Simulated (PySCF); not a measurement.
# Zr²⁺: excitation energy

Zr²⁺ [Kr] 4d2 (3F) → Zr²⁺ [Kr] 4d1 5s1 (3D), as a difference of total energies. Calculation: PySCF 2.14, in x2c-QZVPPall (13s8p7d3f2g, 111 functions); the spin-free X2C one-electron Hamiltonian (Gaussian nucleus). Correlated levels: valence: [Kr] frozen; valence and next inner shell: [Ar] 3d10 frozen. The calculations carry no spin-orbit coupling.

```json
{"method": "UHF", "excitation energy (eV)": "2.298"}
{"method": "LDA", "excitation energy (eV)": "2.001"}
{"method": "PBE", "excitation energy (eV)": "2.223"}
{"method": "PBE0", "excitation energy (eV)": "2.372"}
{"method": "r2SCAN", "excitation energy (eV)": "2.490"}
{"method": "BLYP", "excitation energy (eV)": "2.048"}
{"method": "M06-2X", "excitation energy (eV)": "2.153"}
{"method": "TPSS", "excitation energy (eV)": "2.524"}
{"method": "MP2 (valence)", "excitation energy (eV)": "2.278"}
{"method": "SCS-MP2 (valence)", "excitation energy (eV)": "2.291"}
{"method": "MP2 (valence and next inner shell)", "excitation energy (eV)": "2.084"}
{"method": "SCS-MP2 (valence and next inner shell)", "excitation energy (eV)": "2.174"}
```

How much does correlation contribute at MP2 (valence and next inner shell)?

2.084 − (2.298) = -0.214 eV, measured against UHF.

A first-order spin-orbit estimate (lowest level to lowest level, LS coupling) adds 0.021 eV.

The basis was made for the ground configuration and has no added diffuse functions, so the excitation energy can come out too high.
